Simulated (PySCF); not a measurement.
Electronic structure of Fe(2+) (iron, charge +2) at the TPSSh level

Configuration: [Ar] 3d6, high-spin 5D determinant. Calculation: PySCF 2.14, in x2c-TZVPPall with one added diffuse shell each of s, p, d, f type (7s6p5d3f1g, 80 functions); the spin-free X2C one-electron Hamiltonian (Gaussian nucleus).

- Total energy: -1271.725 hartree
- One-electron energy: -1738.088 hartree
- Hartree (Coulomb) energy: 522.175 hartree
- Exchange-correlation energy: -55.812 hartree
- ⟨S²⟩: 6.0013
- ⟨L²⟩: 6.009
- Sum of ⟨r⟩: 15.25 bohr
- Sum of ⟨r²⟩: 16.19 bohr²
- Traceless quadrupole moment −½Σ⟨3z² − r²⟩ along its main axis: 0.465 e·bohr²
- Langevin diamagnetic susceptibility: -12.8 ×10⁻⁶ cm³/mol

```tsv
shell	electrons	mean orbital energy (hartree)	spread (hartree)	rms radius, mean of both spins (bohr)
1s α	1	-258.83112	0	0.0675
1s β	1	-258.83037	0	0.0675
2s α	1	-31.13047	0	0.289
2s β	1	-31.06161	0	0.289
2p α	3	-26.56807	0.03296	0.261
2p β	3	-26.50945	0.01654	0.261
3s α	1	-4.31761	0	0.872
3s β	1	-4.12919	0	0.872
3p α	3	-3.03165	0.06848	0.933
3p β	3	-2.83647	0.00964	0.933
3d α	5	-1.03067	0.07624	1.21
3d β	1	-0.90476	0	1.21
```

Densities and radii are taken from the X2C orbitals without a picture-change correction, which distorts them close to the nucleus.
